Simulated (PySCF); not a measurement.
# Orbital energies, ionisation energy and electron affinity

Compound: C6H7BN2.
Geometry (PBE0-D3(BJ)/def2-SVP, Å), atoms numbered from 1 in this order:
```
atom  x, y, z in Å
N1    -3.014   -2.007    0.100
C2    -2.549   -0.943    0.133
B3    -1.836    0.457    0.183
N4    -0.255    0.218    0.308
C5     0.301   -1.000    0.320
C6     1.676   -1.172    0.425
C7     2.493   -0.051    0.520
C8     1.902    1.213    0.507
C9     0.526    1.307    0.400
H10   -2.166    1.101    1.166
H11   -2.009    1.090   -0.846
H12   -0.394   -1.840    0.243
H13    2.088   -2.182    0.431
H14    3.577   -0.157    0.604
H15    2.499    2.123    0.579
H16    0.000    2.263    0.385
```

Level: wB97X-D/def2-SVPD (PySCF). Frontier orbitals with their largest atomic shares (Löwdin; up to four atoms above 4 %):

```
orbital  ε (eV)                          main atoms
 HOMO−3  -11.21   N1 29 %, C2 25 %, N4 10 %, C7 9 %
 HOMO−2  -10.82  C5 22 %, C8 21 %, C9 19 %, C6 18 %
 HOMO−1  -10.59            N1 45 %, C2 33 %, B3 9 %
   HOMO   -9.63                                   ?
   LUMO   -0.74  C7 24 %, N4 21 %, C9 13 %, C5 12 %
 LUMO+1   -0.01  C8 20 %, C5 18 %, C6 18 %, C9 17 %
 LUMO+2    1.65  C8 16 %, C7 16 %, B3 12 %, C6 10 %
```

What vertical ionisation energy does ΔSCF give, and how far is −ε(HOMO) from it?

ΔSCF: 9.93 eV (958 kJ/mol; threshold wavelength 125 nm); ⟨S²⟩ of the doublet left behind is 0.767, against 0.75 for a pure doublet. −ε(HOMO) is 9.63 eV, 0.30 eV below it. In exact Kohn–Sham theory the two would be equal; wB97X-D (range-separated hybrid) comes within 0.30 eV of that here.

On which atoms does the HOMO lie?

B3 (four-coordinate boron) 23 %, N1 (cyano nitrogen) 21 %, C2 (cyano carbon) 16 %, H11 (B–H hydrogen) 13 %, so no atom holds as much as 40 %. The HOMO−1 lies 0.96 eV lower.

And the vertical electron affinity, the fundamental gap, Mulliken's electronegativity and the hardness (with the factor ½)?

EA = 0.68 eV by ΔSCF (−ε(LUMO) = 0.74 eV). IE − EA = 9.25 eV against an orbital gap of 8.89 eV; (IE + EA)/2 = 5.30 eV; (IE − EA)/2 = 4.62 eV.

Shift the occupied levels rigidly so that −ε(HOMO) equals the ΔSCF value. What binding energies result?

The shift is +0.30 eV: HOMO 9.93, HOMO−1 10.89, HOMO−2 11.12, HOMO−3 11.51 eV. A rigid shift is only a rough guide to the deeper ionisations.

What total energies stand behind the ΔSCF value?

E(N) = -366.83088 Eh and E(N − 1) = -366.46584 Eh at the same geometry, 0.36504 Eh apart. With one more electron, E(N + 1) = -366.85576 Eh.

What kinetic energy would electrons from this vertical process carry with He II light (40.814 eV)?

40.81 − 9.93 = 30.88 eV.

Isolated species at its PBE0-D3(BJ)/def2-SVP geometry (one conformer only).

Note: wB97X-D ran without an empirical dispersion term, which enters the total energy and its gradient alone.
